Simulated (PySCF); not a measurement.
A small calculation by hand: chemical shift, span and skew from a shielding tensor

Al(Et)(OH)(OMe) (C3H9AlO2), SMILES C[CH2][Al]([OH])[O]C. Atoms are numbered in the order given.

```xyz
15

Al    -0.0677     0.0811     0.0626
C      1.8099    -0.3183    -0.2654
C      2.8277     0.6226     0.3976
H      1.9560    -0.3375    -1.3617
H      1.9841    -1.3635     0.0520
H      2.7229     0.6278     1.4946
H      2.6954     1.6648     0.0649
H      3.8680     0.3343     0.1683
O     -0.4672     1.4144     1.0510
H     -1.3415     1.7264     1.2969
O     -1.2613    -0.9049    -0.6411
C     -2.6434    -1.0508    -0.7235
H     -2.9594    -2.0395    -0.3413
H     -3.1965    -0.2827    -0.1457
H     -2.9857    -0.9814    -1.7731
```
Charge 0, spin multiplicity 1.

Geometry: B3LYP-D3(BJ)/def2-SVP. The values are those of a single conformer.

GIAO shieldings from PBE/pcSseg-1 run with PySCF, non-relativistic, no solvent. The symmetric part of the tensor of C2 has the principal values 171.4, 175.4, 203.4 ppm. The same nucleus in TMS has σ = 182.0 ppm at this level (PySCF, at its B3LYP-D3(BJ)/def2-TZVP geometry).

Q: Work out the isotropic shielding, the ¹³C shift against TMS, the span and the skew.

A: 
σ(iso) = (σ11 + σ22 + σ33)/3 = 183.4 ppm. δ = σ(ref) − σ(iso) = 182.0 − (183.4) = -1.4 ppm.
Span Ω = σ33 − σ11 = 32.0 ppm. Skew κ = 3(σ(iso) − σ22)/Ω = 0.75. Tumbling in solution averages the tensor to δ; in a static solid the shielding alone would spread this spin-1/2 line over Ω.
